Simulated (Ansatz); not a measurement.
A nudged elastic band was laid between two geometries of BH$_{5}$S$_{2}$Si (9 atoms, charge 0, multiplicity 1).

These are results of RKS PBE/def2-SVP (Ansatz 0.2.0), not measurements.

```json
{
 "movable images": "9",
 "climbing image": "yes",
 "spring": "5.0 eV/Å²",
 "optimiser": "quadratic models (default)",
 "start path": "through a guess of the saddle point",
 "force threshold": "0.05 eV/Å",
 "iteration limit": "60",
 "end points": "relaxed"
}
```

Initial state:

```xyz
9
Properties=species:S:1:pos:R:3
Si 0.410 0.985 -0.878
B -0.252 -0.322 0.522
S -0.059 -2.109 0.350
S -1.045 0.370 1.983
H -0.157 0.629 -2.231
H 0.043 2.414 -0.569
H 1.913 0.897 -0.993
H 0.561 -2.127 -0.866
H -1.324 -0.784 2.665
```

Final state:

```xyz
9
Properties=species:S:1:pos:R:3
Si 0.513 1.168 -0.960
B -0.103 -0.332 0.269
S -0.446 -1.907 -0.527
S -0.270 0.070 2.014
H 0.987 0.630 -2.284
H -0.627 2.119 -1.229
H 1.632 1.965 -0.341
H -0.866 -2.634 0.554
H -0.732 -1.127 2.488
```

Q: Which bonds break or form, and what moves?

A: No bond is made or broken. The dihedral S4–B2–S3–H8 goes from 180 to 1°.

Q: What energy profile does the band end with?

A: It converged. The highest image is number 3 of 0 to 10, 0.53 eV above the first end and 0.51 eV above the last; the last end lies 0.02 eV above the first. A vibrational analysis at the climbing image gives one clearly imaginary mode, 430i cm⁻¹: a first-order saddle point.

| image | path coordinate (Å) | energy (eV) | dihedral S4–B2–S3–H8 (°) |
| --- | --- | --- | --- |
| 0 | 0.00 | 0.00 | 180 |
| 1 | 0.75 | 0.00 | -177 |
| 2 | 1.49 | 0.25 | -137 |
| 3 | 2.24 | 0.53 | -88 |
| 4 | 2.83 | 0.35 | -50 |
| 5 | 3.41 | 0.09 | -16 |
| 6 | 4.00 | 0.03 | 0 |
| 7 | 4.59 | 0.02 | -1 |
| 8 | 5.17 | 0.02 | -1 |
| 9 | 5.76 | 0.03 | 0 |
| 10 | 6.35 | 0.02 | 1 |

Q: What is the geometry of the highest image?

A: 
```xyz
9
Properties=species:S:1:pos:R:3
Si 0.417 1.098 -0.941
B -0.326 -0.291 0.335
S -0.326 -2.092 -0.184
S -1.017 0.241 1.892
H -0.336 1.017 -2.246
H 0.345 2.519 -0.440
H 1.861 0.776 -1.233
H 0.868 -2.328 0.430
H -1.396 -0.986 2.368
```

Q: What are the harmonic wavenumbers there?

A: 430i, 112, 129, 205, 261, 388, 464, 533, 565, 686, 718, 837, 889, 907, 921, 942, 2142, 2152, 2152, 2549, 2613 cm⁻¹.

Time of the run: 4.3 min on 2 threads of Arm Neoverse V1, with other jobs on the host, peak memory 0.13 GiB.
